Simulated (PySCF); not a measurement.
A structure optimised at B3LYP-D3(BJ)/def2-TZVP, used in a PySCF frequency run:

```xyz
4

B      0.0000     0.0000    -0.4590
H      0.0000     0.0000    -1.6458
F      0.0000     1.1300     0.2189
F      0.0000    -1.1300     0.2189
```
Charge 0, spin multiplicity 1.

Problem. Write its SMILES, formula and point group.

Solution. FBF, BF2H, C2v

Problem. What are its rotational constants (standard atomic weights)?

Solution. 74.645, 10.417, 9.1414 GHz
